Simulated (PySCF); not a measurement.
Predicted microwave data (CAM-B3LYP/def2-SVPD in PySCF (dipole) on a GFN2-xTB geometry, gas phase) for one isomer of C5H2Cl2O2:

| Quantity | Value |
| --- | --- |
| Rotational constants | A = 2489, B = 693.7, C = 542.5 MHz |
| Dipole components | \|μa\| = 3.52 D, \|μb\| = 1.52 D, \|μc\| = 0.00 D |
| Inertial defect | 0.00 u·Å² |
| κ | -0.84 |

Question: Which structure is it? (One computed conformer of each.)
A. `[O:1]=[C:2]([Cl:3])[c:4]1[cH:5][cH:6][c:7]([Cl:8])[o:9]1` with O1–C2–C4–C5 0°
B. `[O:1]=[C:2]([Cl:3])[c:4]1[cH:5][c:6]([Cl:7])[cH:8][o:9]1` with O1–C2–C4–C5 0°

Answer: A. It is O=C(Cl)c1ccc(Cl)o1, an asymmetric top, point group Cs. The candidates at the same level (rigid rotor, commonest isotopes):

```tsv
SMILES	A (MHz)	B (MHz)	C (MHz)	μa (D)	μb (D)	μc (D)	Δ (u·Å²)	point group	rotor
O=C(Cl)c1cc(Cl)co1	3767	559.1	486.8	2.60	1.62	0.00	0.00	Cs	near-prolate asymmetric top
O=C(Cl)c1ccc(Cl)o1	2489	693.7	542.5	3.52	1.52	0.00	0.00	Cs	asymmetric top
```

`O=C(Cl)c1cc(Cl)co1` has A 51 % too high. In the right answer the mirror of this Cs structure is the ab plane, so μc vanishes by symmetry. No structure here is proved a minimum.
